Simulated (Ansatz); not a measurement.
Species: [W(Cl)6] (charge 0, multiplicity 1), formula Cl6W.

**Question.** How many basis functions does frozen-core CCSD(T)/def2-TZVPP // r2SCAN-D4/def2-SVP run with Ansatz (a quantum-chemistry and plane-wave program) use, how many core orbitals are frozen, and how many electrons are correlated?

**Answer.** 308 basis functions and 30 frozen orbitals, which leaves 56 correlated electrons. Core time is of the order of minutes.
